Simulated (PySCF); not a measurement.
**HgPb⁺: frontier orbitals**

BHandHLYP at R = 3.035 Å; Hg def2-SVP with ECP60, Pb def2-SVP with ECP60; scalar-relativistic core potentials (PySCF 2.14). State: ²Π (doublet), unpaired electrons π ↑. Only the outer orbitals are listed, counted within each symmetry, core potentials removing the inner ones.

| spin | orbital | occ. | ε (eV) | on Hg (%) | main shells (%) |
| --- | --- | --- | --- | --- | --- |
| α | 6σ | 1 | -20.95 | 17 | 83 Pb s, 14 Hg d |
| α | 4π | 1 | -19.30 | 100 | 100 Hg d |
| α | 4π | 1 | -19.29 | 100 | 100 Hg d |
| α | 2δ | 1 | -19.14 | 95 | 94 Hg d |
| α | 2δ | 1 | -19.13 | 100 | 100 Hg d |
| α | 7σ | 1 | -19.12 | 91 | 91 Hg d, 9 Pb s |
| α | 8σ | 1 | -13.72 | 82 | 81 Hg s, 14 Pb p |
| α | 5π | 1 | -10.95 | 3 | 97 Pb p |
| α | 5π | 0 | -7.57 | 5 | 95 Pb p |
| α | 9σ | 0 | -7.16 | 34 | 66 Pb p, 17 Hg s, 16 Hg p |
| α | 6π | 0 | -3.90 | 96 | 96 Hg p |
| β | 6σ | 1 | -20.22 | 40 | 59 Pb s, 37 Hg d |
| β | 4π | 1 | -19.30 | 100 | 100 Hg d |
| β | 4π | 1 | -19.27 | 100 | 100 Hg d |
| β | 2δ | 1 | -19.13 | 100 | 100 Hg d |
| β | 2δ | 1 | -19.13 | 100 | 100 Hg d |
| β | 7σ | 1 | -18.89 | 64 | 63 Hg d, 36 Pb s |
| β | 8σ | 1 | -13.66 | 83 | 83 Hg s, 12 Pb p |
| β | 5π | 0 | -7.38 | 6 | 94 Pb p |
| β | 9σ | 0 | -6.98 | 33 | 67 Pb p, 18 Hg p, 14 Hg s |
| β | 5π | 0 | -6.65 | 9 | 91 Pb p, 8 Hg p |

Q: Which are the highest filled and the lowest empty level, where do they sit, and how wide is the gap?

A: Highest filled α 5π at -10.95 eV (in %: 97 Pb p); lowest empty α 5π at -7.57 eV (in %: 95 Pb p); the gap at BHandHLYP is 3.38 eV. Both belong to one degenerate shell, split only by its one-sided filling, so this is no excitation gap.

```
bond order (Mayer)                                                                                                 : 0.58
⟨S²⟩                                                                                                               : 0.753
charge on Hg (Mulliken, basis-dependent)                                                                           : 0.27
charge on Hg (Löwdin, basis-dependent)                                                                             : 0.32
dipole moment (positive dipole points towards Pb; it is taken about the centre of mass and depends on that origin) : 2.08 D
```

These are scalar-relativistic numbers at best; spin–orbit coupling would shift them, the dissociation energy most. The state is the lowest determinant that a PBE0 search found; another state may lie lower at other levels.
